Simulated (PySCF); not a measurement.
Stationary points of H₄MoO

These are results of PBE0/[Mo def2-TZVP with ECP28, O def2-TZVP, H def2-TZVP], scalar-relativistic core potentials, density fitting, no spin–orbit coupling, PySCF, not measurements.

Relaxations began from a few typed shapes. The search is not exhaustive: other isomers or separated fragments can lie lower, and high-lying points may rest on an excited occupation.

| spin | group | bonds | angles | imaginary modes (cm⁻¹) | ΔE (kJ/mol) | ΔE with ZPE (kJ/mol) |
| --- | --- | --- | --- | --- | --- | --- |
| singlet | Cs | Mo–H 1.654 Å (×2), Mo–H 1.709 Å (×2), Mo–O 1.643 Å | H–Mo–H 58.4°, H–Mo–H 66.0° (×2), H–Mo–H 118.6° (×2), H–Mo–H 130.5°, H–Mo–O 101.8° (×2) | none | 0.0 | 0.0 |
| singlet | C4v | Mo–H 1.709 Å (×4), Mo–O 1.665 Å | H–Mo–H 77.5° (×4), H–Mo–H 124.6° (×2), H–Mo–O 117.7° (×4) | 986i, 986i | 115.3 | – |
| singlet | C3v | Mo–H 1.662 Å (×3), Mo–H 1.862 Å, Mo–O 1.694 Å | H–Mo–H 87.4° (×3), H–Mo–H 119.8° (×3), H–Mo–O 92.6° (×3), H–Mo–O 180.0° | 2 found | 202.8 | – |

The lowest minimum found is the singlet Cs: Mo–H 1.654 Å (×2), Mo–H 1.709 Å (×2), Mo–O 1.643 Å; H–Mo–H 58.4°, H–Mo–H 66.0° (×2), H–Mo–H 118.6° (×2), H–Mo–H 130.5°, H–Mo–O 101.8° (×2).

For the lowest minimum: stability towards spin polarisation was not tested.
